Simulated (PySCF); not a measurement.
V(O)2(OH) (HO3V), SMILES [O]=[V](=[O])[OH], multiplicity 1.

Coordinates come from a PBE0-D3(BJ)/def2-SVP optimisation. A frequency run showed that this geometry is not a minimum. The spin state was assumed, not searched. The values are those of a single conformer.

Computed with M06-2X/def2-TZVPD in PySCF.

Gas-phase values at a fixed geometry.

The total energy is -1170.26981 hartree and the point group comes out as Cs. The highest occupied level comes out as -10.37 eV. The lowest empty level is -2.99 eV and the orbital gap is 7.38 eV. The dipole moment is 3.33 D, the quadrupole, principal values (traceless, Buckingham form, about the centre of nuclear charge) is -9.06, -2.61, 11.68 D·Å and the mean static polarisability is 39.7 bohr³ (5.88 Å³). The polarisability, principal values comes out as 26.6, 46.0, 46.4 bohr³.
